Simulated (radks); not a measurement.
The numbers below are computed, except where a source is named.
Isoelectronic series with 13 electrons, all held in the configuration [Ne] 3s2 3p1, which need not be the ground one along the series. Level of theory: Dirac Kohn-Sham, PBE, spin-unpolarised, spherical densities, finite nucleus; open shells are shared between the two j in proportion to 2j + 1; Fermi nuclear charge, rms radius of each element as measured or else 0.836 A^(1/3) + 0.57 fm (a radial shooting solver on a logarithmic mesh with Libxc functionals). Total energies (hartree) and mean radii <r> (bohr):

| ion | E (hartree) | 3p3/2 | 3p1/2 |
|---|---|---|---|
| Al | -242.68477 | 3.451 | 3.442 |
| P2+ | -340.84130 | 1.973 | 1.968 |
| Cl4+ | -456.66150 | 1.448 | 1.443 |
| K6+ | -590.16037 | 1.156 | 1.151 |
| Sc8+ | -741.39714 | 0.9661 | 0.9617 |
| V10+ | -910.45321 | 0.8316 | 0.8271 |
| Mn12+ | -1097.42590 | 0.7308 | 0.7261 |
| Co14+ | -1302.42674 | 0.6521 | 0.6473 |
| Cu16+ | -1525.58043 | 0.5889 | 0.5839 |
| Ga18+ | -1767.02490 | 0.5370 | 0.5318 |
| As20+ | -2026.91171 | 0.4936 | 0.4881 |
| Br22+ | -2305.40630 | 0.4566 | 0.4509 |
| Rb24+ | -2602.68835 | 0.4248 | 0.4189 |
